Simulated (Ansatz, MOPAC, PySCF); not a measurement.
Breaking a bond: SiLi (anion, charge -1), lowest singlet found (which spin is the ground state isn't settled by this scan). Each curve is given relative to its own lowest point between 2.07 and 3.20 Å, where full CI is lowest.

```
R / Å     A     B     C
-----  ----  ----  ----
1.73   61.6   4.5  53.1
1.86   36.3   1.7  36.3
1.97   21.8   0.5  23.3
2.07   12.7   0.0  14.3
2.16    7.1   0.0   8.7
2.26    3.1   0.6   4.5
2.35    1.1   1.6   2.1
2.41    0.3   2.6   1.1
2.47    0.0   3.8   0.4
2.56    0.1   6.0   0.0
2.72    1.5  10.7   0.4
2.83    2.9  14.4   1.3
2.99    5.2  20.1   3.0
3.20    8.3  27.6   5.7
3.48   12.1  37.1     —
3.80   15.8  46.2     —
4.25   19.8  55.8     —
4.70   22.9  62.1     —
5.28   25.9  67.0     —
6.02   28.7  70.6     —
6.92   30.9  72.9     —
8.09   32.5  74.3     —
```

Energies in kcal/mol.

Which curve belongs to which method? The methods are PM3, restricted, heats of formation in MOPAC; CCSDT(Q) on RHF/aug-cc-pVDZ, frozen core (Ansatz, a program for electronic structure); PySCF with restricted Hartree-Fock/LANL2DZ, with its core potentials past Ne.

A is RHF/LANL2DZ; B is PM3; C is RCCSDT(Q).

Dashes: no converged value, or the column stops at the first point that the program doubted or that broke a chosen test of continuity, which isn't proof of a fault.

The T1 diagnostic of CCSD on the restricted reference of RCCSDT(Q) exceeds 0.045 at 1.86 to 2.47, 2.99 to 8.09 Å. Where the anion isn't bound against loss of the electron, the finite basis alone holds it. The restricted form behind PM3, RHF/LANL2DZ keeps the bonding electrons paired and can't separate into open-shell fragments.
